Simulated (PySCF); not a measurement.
**Dipole response of Si²⁺ (silicon, charge +2)**

[Ne] 3s2, closed-shell 1S. All numbers are calculated (PySCF 2.14, scalar relativity by spin-free X2C-1e, in aug-cc-pVDZ-DK (5s4p2d, 27 functions)). Coupled (time-dependent) response in atomic units; α is the mean over directions. A double-zeta set is small for polarisabilities.

```
 method  mean α (bohr³)  C₆ (like pair)  S(−4)
    UHF           12.41           43.67  87.50
    PBE           11.50           38.60  76.73
   PBE0           11.74           39.90  79.70
wB97X-V           11.96           41.03  82.62
```

S(−4) is the Cauchy moment in α(ω) = α(0) + S(−4) ω² + …

α(iu) at PBE0:

```
u (hartree)  α(iu) (bohr³)
          0          11.74
     0.0500          11.54
      0.100          10.99
      0.200          9.237
      0.300          7.298
      0.500          4.378
      0.750          2.472
       1.00          1.546
       1.50         0.7574
       2.00         0.4491
       3.00         0.2144
       5.00        0.08454
```

A single London oscillator, α(iu) = α/(1 + u²/ω²), gives C₆ = (3/4) ω α². Matching the computed C₆ needs ω = 4 × 39.90 / (3 × 11.74²) = 0.386 hartree.

For an ion, C₆ is the dispersion term alone; charge-induced terms of lower order in 1/R come first.
